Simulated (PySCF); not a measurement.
**From computed data to an observable: oscillator strength and radiative lifetime**

silacyclobutane (C₃H₈Si), SMILES C1C[SiH2]C1.

Coordinates come from a B3LYP-D3(BJ)/def2-SVP optimisation.

TDA-PBE/def2-SVPD (PySCF 2.14.0) puts the first singlet state with f over 0.02 at 6.93 eV (vertical), with the transition dipole (-0.550, 0.106, 0.000) in atomic units.

Task: Find the oscillator strength, the wavelength and the radiative lifetime that this transition would have in vacuum if emission retraced absorption.

Result: 
|μ|² = 0.3137 au, so |μ| = 1.42 D. ΔE = 6.93/27.211 = 0.2547 hartree. f = (2/3) ΔE |μ|² = 0.053 (the program prints 0.053).
λ = 1239.84/6.93 = 179 nm; ν = 55894 cm⁻¹.
Einstein's coefficient A = 0.6670 ν² f s⁻¹ (ν in cm⁻¹) = 1.1e8 s⁻¹, so τ = 1/A = 9.0 ns. This state is S3; the lower singlets have f = 0.012, 0.019. The figure is the radiative limit of this one transition; relaxation, internal conversion, crossing to triplets and a medium change what is measured.
